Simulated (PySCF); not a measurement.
A single-point calculation

TlF (singlet). PySCF 2.14.0, RKS PBE0, Tl def2-SVP with ECP60, F def2-SVP; non-relativistic Hamiltonian with scalar-relativistic core potentials where named; density fitting; no spin-orbit coupling. Purpose: singlet excitations, Tamm-Dancoff PBE0.

```python
mol = gto.M(atom='''
Tl     0.00000    -0.00000    -0.13819
F      0.00000     0.00000     1.96629''',
    basis={'Tl': 'def2-SVP', 'F': 'def2-SVP'},
    ecp={'Tl': 'def2-SVP'},
    charge=0, spin=0)
mf = dft.RKS(mol, xc='PBE0')
mf.grids.atom_grid = (50, 194)
mf = mf.density_fit()  # fitting sets: Tl def2-universal-JKFIT, F def2-universal-JKFIT
mf.conv_tol = 1e-08; mf.max_cycle = 55
mf.kernel(dm0)  # dm0: converged density of the relaxed state
td = mf.TDA(); td.nstates = 8; td.kernel()
```

Run from Python with OMP_NUM_THREADS=2; the lines above give its settings. Where DIIS fails, smearing, a level shift and second-order steps follow.
It took 1.8 s on 2 threads of Arm Neoverse N1 (shared host), from an already converged density.

Where do the frontier levels lie, over both spins?

HOMO -7.59 eV, LUMO -1.41 eV. 

What are the Mulliken charges and spins?


| atom | charge (e) | spin (e) |
| --- | --- | --- |
| Tl1 | 0.500 | 0.000 |
| F2 | -0.500 | 0.000 |

Which singlet excitations follow (Tamm-Dancoff, 8 states)?


```csv
state,eV,oscillator strength
1,5.03,0.0948
2,5.03,0.0948
3,5.47,0.0000
4,5.55,0.0000
5,5.55,0.0000
6,6.18,0.0143
7,7.25,0.0068
8,7.25,0.0068
```
Functionals without range separation put charge-transfer states too low; the basis has no diffuse functions.

The geometry was relaxed with B3LYP (Tl def2-SVP with ECP60, F def2-SVP).
